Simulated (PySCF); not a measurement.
**Electron correlation in O⁺ (oxygen, charge +1)**

[He] 2s2 2p2 3s1, high-spin 4P determinant (an excited configuration). Computed with PySCF 2.14 in x2c-QZVPPall with one added diffuse shell each of s, p, d, f type (8s5p4d3f1g, 73 functions), with scalar relativity by spin-free X2C-1e. Frozen: 1s2; 5 electrons correlated.

```json
{"level": "CCSD", "correlation energy (mhartree)": "-112.54"}
{"level": "(T)", "correlation energy (mhartree)": "-2.56"}
{"level": "CCSD(T)", "correlation energy (mhartree)": "-115.10"}
```

Diagnostics: T1 = 0.0083, D1 = 0.0227, largest double amplitude 0.115.

The outer electron is Rydberg-like, and this basis confines it to a smaller radius and binds it less than a complete one would.

Cost of the coupled-cluster step: about 14 core-seconds, for 5 correlated electrons.
